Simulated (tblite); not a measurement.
Species: C₃H₈OSSi.
Atom-mapped SMILES: `[CH3:1][O:2][C@H:3]1[SiH2:4][CH2:5][S:6]1` (hydrogens: H7, H8, H9 on C1; H10 on C3; H11, H12 on Si4; H13, H14 on C5)

Computed with GFN2-xTB (tblite), gas phase: L-BFGS steps from a force-field or distance-geometry start until the largest atomic force falls under 0.01 eV/Å.

Step 14: E = -530.4931 eV
```
atom  x, y, z in Å  |  force x, y, z in eV/Å
C1     -2.4841   -0.3380    0.2993   -0.007   0.038   0.017
O2     -1.3646    0.1649    0.9902    0.003   0.061   0.008
C3     -0.1436   -0.2244    0.4444    0.015  -0.071  -0.002
Si4     1.1403    1.1324   -0.0121   -0.086   0.042   0.026
C5      2.3567   -0.2444    0.4991    0.049   0.014  -0.016
S6      1.1041   -0.9866    1.6214   -0.151  -0.091  -0.092
H7     -2.4125   -0.0921   -0.7695   -0.085  -0.039   0.068
H8     -2.5785   -1.4248    0.4152    0.025   0.038   0.000
H9     -3.3621    0.1511    0.7220    0.077  -0.035   0.022
H10    -0.3030   -0.9945   -0.3149    0.037  -0.011  -0.113
H11     1.0667    2.1745    0.9950    0.027   0.067   0.067
H12     1.1256    1.6415   -1.3803    0.055  -0.052  -0.077
H13     2.5923   -0.9476   -0.2991    0.033  -0.042   0.091
H14     3.2621   -0.0124    1.0472    0.005   0.082   0.001
```

Step 15: E = -530.4969 eV
```
atom  x, y, z in Å  |  force x, y, z in eV/Å
C1     -2.4887   -0.3375    0.3030    0.043   0.004   0.022
O2     -1.3642    0.1649    0.9897   -0.002   0.026  -0.030
C3     -0.1435   -0.2294    0.4406   -0.040   0.009  -0.046
Si4     1.1424    1.1312   -0.0131   -0.107   0.056   0.009
C5      2.3560   -0.2477    0.5022    0.050   0.094  -0.053
S6      1.1008   -0.9917    1.6137   -0.160  -0.151  -0.029
H7     -2.4184   -0.0923   -0.7665   -0.101  -0.033   0.087
H8     -2.5789   -1.4262    0.4178    0.015   0.077   0.002
H9     -3.3677    0.1489    0.7295    0.122  -0.044   0.008
H10    -0.3068   -0.9942   -0.3250    0.037   0.011  -0.074
H11     1.0730    2.1816    0.9890    0.021   0.020   0.047
H12     1.1350    1.6451   -1.3820    0.051  -0.076  -0.043
H13     2.6048   -0.9456   -0.2947    0.022  -0.077   0.059
H14     3.2556   -0.0075    1.0537    0.048   0.082   0.042
```

Task: Estimate the geometry and energy of step 16. (The exact step hangs on the optimiser's Hessian estimate; all steps are aligned on step 15, rigid shifts and turns removed.)

Result: E = -530.5021 eV, largest force 0.224 eV/Å
```
atom  x, y, z in Å  |  force x, y, z in eV/Å
C1     -2.4941   -0.3369    0.3089    0.094  -0.038   0.027
O2     -1.3637    0.1653    0.9883    0.002  -0.017  -0.073
C3     -0.1443   -0.2360    0.4344   -0.094   0.111  -0.105
Si4     1.1432    1.1305   -0.0144   -0.101   0.057  -0.012
C5      2.3560   -0.2504    0.5057    0.025   0.158  -0.066
S6      1.0932   -1.0019    1.6019   -0.112  -0.193   0.021
H7     -2.4288   -0.0930   -0.7607   -0.109  -0.014   0.074
H8     -2.5792   -1.4267    0.4215    0.005   0.090   0.012
H9     -3.3731    0.1450    0.7402    0.143  -0.034   0.010
H10    -0.3114   -0.9935   -0.3403    0.026   0.048  -0.021
H11     1.0821    2.1919    0.9812    0.007  -0.043   0.017
H12     1.1494    1.6487   -1.3850    0.039  -0.105   0.005
H13     2.6227   -0.9443   -0.2876    0.005  -0.090   0.032
H14     3.2474    0.0009    1.0638    0.070   0.071   0.080
```

The energy changes by -0.0052 eV. The first-order estimate −F·Δx gives -0.0069 eV and the mean of the old and new forces, exact on a quadratic surface, -0.0052 eV. The step makes an angle of 69° with the force vector and moves no atom by more than 0.019 Å.

The cost below is that of the whole relaxation. Time: 2.1 s wall, 1.8 s CPU. Hardware: one thread, Intel Xeon at 2.50 GHz (x86_64), on a shared host.
